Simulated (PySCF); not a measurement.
From computed data to an observable: oscillator strength and radiative lifetime

Bi(OH)(TeH)2 (BiH3OTe2), SMILES [OH][Bi]([TeH])[TeH].

Coordinates come from a PBE0-D3(BJ)/def2-SVP optimisation. The structure was generated by enumeration; whether it is a known compound was not checked. The def2 effective core potentials stand for the cores of Bi, Te; spin–orbit coupling is left out. One conformer was computed; it need not be the lowest.

TDDFT-PBE/def2-SVPD in PySCF puts the first singlet state with f over 0.02 at 3.98 eV (vertical), with the transition dipole (0.338, -0.363, -0.007) in atomic units.

Question: Find the oscillator strength, the wavelength and the radiative lifetime that this transition would have in vacuum if emission retraced absorption.

Answer: 
|μ|² = 0.2461 au, so |μ| = 1.26 D. ΔE = 3.98/27.211 = 0.1463 hartree. f = (2/3) ΔE |μ|² = 0.024 (the program prints 0.024).
λ = 1239.84/3.98 = 312 nm; ν = 32101 cm⁻¹.
Einstein's coefficient A = 0.6670 ν² f s⁻¹ (ν in cm⁻¹) = 1.6e7 s⁻¹, so τ = 1/A = 61 ns. This state is S7; the lower singlets have f = 0.001, 0.003, 0.005, 0.001, 0.008, 0.004. The figure is the radiative limit of this one transition; relaxation, internal conversion, crossing to triplets and a medium change what is measured.
